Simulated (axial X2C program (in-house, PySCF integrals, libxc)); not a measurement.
# LiSb⁺: cheaper levels and CCSD(T), with spin–orbit coupling

Calculated with an in-house all-electron X2C program for linear molecules (integrals from PySCF). Two-component (2c) means X2C with spin–orbit coupling and atomic mean-field two-electron Coulomb and Gaunt terms. Basis: Sb dyall-cv3z [11s12p8d4f1g], Li dyall-cv3z [7s8p2d] (cores contracted in-house); Gaussian nuclei, density fitting, unrestricted open shells. Masses: Sb 120.904 u, Li 7.016 u.

State: Ω = 3/2 (⟨Sz⟩ = 1.47, ⟨Lz⟩ = 0.03 at HF); fragments Sb + Li+.

```csv
level,Re (Å),ωe (cm⁻¹),De (eV)
PBE0,2.911,228.9,0.563
HF,2.971,220.1,0.481
MP2,2.963,218.0,0.463
CCSD,2.956,221.2,0.476
PBE50,2.900,233.2,0.543
```

Correlated methods: 15 electrons correlated (number of frozen shells: Sb 4 s, 3 p, 1 d; Li 1 s), 233 virtual spin orbitals or spinors in MP2, 90 natural virtuals in coupled cluster.

CCSD(T), same Hamiltonian and basis:

Re = 2.956 Å, ωe = 221.5 cm⁻¹, De = 0.48 eV; T1 = 0.009 (Lee–Taylor normalisation).

Q: Give the differences from CCSD(T) in the columns below.

A: 

```json
{"level": "PBE0", "ΔRe (Å)": "-0.045", "Δωe (cm⁻¹)": "7.4", "ΔDe (eV)": "0.08"}
{"level": "HF", "ΔRe (Å)": "0.015", "Δωe (cm⁻¹)": "-1.4", "ΔDe (eV)": "0.00"}
{"level": "MP2", "ΔRe (Å)": "0.007", "Δωe (cm⁻¹)": "-3.5", "ΔDe (eV)": "-0.02"}
{"level": "CCSD", "ΔRe (Å)": "0.000", "Δωe (cm⁻¹)": "-0.3", "ΔDe (eV)": "0.00"}
{"level": "PBE50", "ΔRe (Å)": "-0.056", "Δωe (cm⁻¹)": "11.7", "ΔDe (eV)": "0.06"}
```

One determinant describes the state; a PBE0 search over occupations chose it and may have missed a lower one. De is counted from the lowest determinant-based energies of the atoms at the same level, without counterpoise correction. Density functionals use the spin component along the axis (collinear). CCSD and (T) use frozen natural virtuals with an MP2 correction for the truncation; (T) itself is uncorrected, so its De runs slightly low. Other states lie close and PBE0, whose exact exchange favours high spin, may order them wrongly; the determinant shown need not be the ground state. The nearest other 2c determinant of the search, Ω = 1/2, lies 0.50 eV up at the distance of the search. With several unpaired electrons one determinant need not be a pure state. This is the top spin component of a Σ state; components of lower Ω are not single determinants and can lie lower.
